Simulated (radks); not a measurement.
Numerical settings for neutral phosphorus, [Ne] 3s2 3p3. Calculated with a radial shooting solver on a logarithmic mesh with Libxc functionals: scalar-relativistic Kohn-Sham, r2SCAN, spin-polarised, spherical densities, finite nucleus; open shells are filled with parallel spins first; meta-GGA in the generalised Kohn-Sham scheme; Fermi nuclear charge, rms radius 3.1889 fm. The defaults (mesh step 0.008 in ln r, mesh end at 40 bohr or more with all orbitals vanishing there, Anderson mixing 0.5 over 9 steps, residual threshold near 1e-9 with the energy settled to 1e-9 hartree or 1e-11 of itself, here a cap of 69 iterations) give E = -342.109 hartree and 3p at -6.684 eV in 17 iterations. Run on one thread of a shared host, so times are rough (Arm Neoverse N1): 0.19 s of CPU time, 0.19 s wall, 17 iterations on 2309 mesh points. Changes against that run (0 stands for a change within the tolerance of the run):

| setting | iterations | converged | E (mhartree) | e(3p) (meV) | CPU (s) |
|---|---|---|---|---|---|
| mesh step in ln r 0.005 | 17 | yes | 0 | 0 | 0.29 |
| mesh step in ln r 0.003 | 29 | yes | 0 | 0 | 0.73 |
| mesh step in ln r 0.012 | 13 | yes | 0 | 0 | 0.11 |
| mesh end (bohr) 1 | 13 | level above zero | +8.14e+04 | +4.72e+05 | 0.11 |
| mesh end (bohr) 3 | 16 | level above zero | +1.24e+03 | +1.53e+04 | 0.14 |
| residual threshold 1e-13 | 69 | no | 0 | 0 | 0.53 |
| residual threshold 1e-16 | 69 | no | 0 | 0 | 0.53 |
| mixing 2.5 | 28 | yes | 0 | 0 | 0.3 |
| linear mixing, mixing 0.8 | 69 | no | +37.7 | +1.58e+03 | 0.79 |
| linear mixing, mixing 0.2 | 64 | yes | 0 | -0.00697 | 0.6 |
| mixing history 20 | 16 | yes | 0 | 0 | 0.18 |
| iteration cap 2 | 2 | no | +39.9 | -3.21e+03 | 0.03 |

Settled on a wrong energy, with an occupied level pushed above zero by the early mesh end: mesh end (bohr) 1 (+81.4 hartree); mesh end (bohr) 3 (+1.24 hartree). Apart from these: no run marked as converged misses the energy by more than 1 mhartree. A mesh that ends early acts as a hard wall.
